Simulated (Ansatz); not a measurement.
## KLi (Lithium Potassium): the energy, rung by rung

KLi: 2 atoms, total charge 0, spin state singlet. As SMILES, `[Li][K]`. The bond length is the measured one.

```xyz
2

Li    0.0000    0.0000    0.0000
K     0.0000    0.0000    3.2700
```

Each level gives the energy change with the Li1–K2 bond stretched from 3.270 to 6.540 Å (eV). The values are calculated.

| level | kind | program | value (eV) | less FCI/STO-3G |
| --- | --- | --- | --- | --- |
| HF/STO-3G (restricted) | Hartree–Fock | Ansatz | 2.59 | +0.97 |
| BLYP/STO-3G (restricted) | GGA | Ansatz | 1.50 | -0.12 |
| revPBE/STO-3G (restricted) | GGA | Ansatz | 1.61 | -0.01 |
| PBE0/STO-3G (restricted) | global hybrid | Ansatz | 1.96 | +0.34 |
| BCCD(T)/STO-3G (restricted) | coupled cluster or CI | Ansatz | 1.60 | -0.02 |
| CCSD(T)/STO-3G (restricted) | coupled cluster or CI | Ansatz | 1.50 | -0.12 |
| CCSDT(Q)/STO-3G (restricted) | coupled cluster or CI | Ansatz | 1.59 | -0.03 |
| CCSDT/STO-3G (restricted) | coupled cluster or CI | Ansatz | 1.62 | 0.00 |
| FCI/STO-3G | exact in the basis | Ansatz | 1.62 | 0.00 |

FCI/STO-3G is exact within its basis and frozen core, so for wave-function methods in that basis the difference is their error; functionals converge differently with the basis, so for them it is only a difference. Spin-restricted single references rise too steeply as a bond breaks, Hartree–Fock most of all. The first shape isn't each level's own minimum. The values span 1.50 to 2.59 eV. Minimal STO sets describe s-block atoms so badly that they can place the ion below the atom. All rows use very small basis sets, so even the best lies far from the true value.
